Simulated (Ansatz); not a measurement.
```xyz
12

N     1.385   -1.125   -1.452
Al    0.322    0.111   -0.784
N    -0.096    1.570   -1.679
O    -0.317   -0.109    0.759
Si   -0.924   -0.319    2.242
H     1.821   -1.096   -2.358
H     1.642   -1.967   -0.966
H     0.226    1.804   -2.603
H    -0.697    2.294   -1.324
H     0.052   -1.031    3.112
H    -1.240    0.993    2.870
H    -2.175   -1.125    2.183
```

Charge 0, multiplicity 1.

Question: List the ωB97M-V/def2-TZVPP orbital energies in eV (the Gaussian-basis code of Ansatz). (An estimate is asked.)

Answer: Computed: Occupied: -1807.03, -1531.36, -525.45, -393.57, -393.57, -148.01, -116.01, -102.15, -102.12, -102.12, -75.66, -75.54, -75.49, -29.64, -25.74, -25.49, -17.94, -15.80, -15.55, -15.12, -13.81, -13.43, -13.22, -12.78, -10.95, -10.79, -10.05, -9.44. Lowest empty: 1.34, 2.53, 2.74, 2.78, 3.43, 3.61, 3.78, 4.00.
